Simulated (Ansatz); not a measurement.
`N[Si](N)([AlH2])[SiH3]` + `OC[SiH2][SiH3]` → `[AlH2][O]C[SiH2][SiH3]` + `N[SiH](N)[SiH3]`  (cleavage of the Al–Si bond)

Calculated with Ansatz (gas phase, PBE0-D4/def2-TZVP geometries, no zero-point term in ΔE). CCSD(T)/CBS is the MP2 limit (def2-TZVPP, def2-QZVPP) plus CCSD(T) − MP2 in def2-TZVPP, frozen cores. Functionals use def2-TZVPP. B3LYP here is the variant with VWN-RPA as its local correlation; programs differ in this. Each species was taken in one conformer, which may not be the lowest.

**Question.** Is it downhill or uphill in electronic energy at CCSD(T)/CBS, and by how much? (An estimate is asked.)

**Answer.** Computed: Downhill: ΔE = -37.0 kcal/mol.

**Question.** What do these levels give: PBE0-D4, ωB97X-V, PBE, B3LYP, MP2/def2-TZVPP, SCS-MP2/def2-QZVPP? (An estimate is asked.)

**Answer.** Computed: PBE0-D4 -32.9, ωB97X-V -37.1, PBE -31.7, B3LYP -38.1, MP2/def2-TZVPP -39.7, SCS-MP2/def2-QZVPP -40.0 kcal/mol.

Largest T1 diagnostic among the species: 0.014.

In def2-TZVPP, CCSD(T) changes the Hartree–Fock value by +4.5 kcal/mol (the triples alone add +0.7 kcal/mol) and MP2 by +2.1 kcal/mol. From PBE to PBE0 (25 % exact exchange), in def2-TZVPP and without D4, ΔE moves by −1.4 kcal/mol.
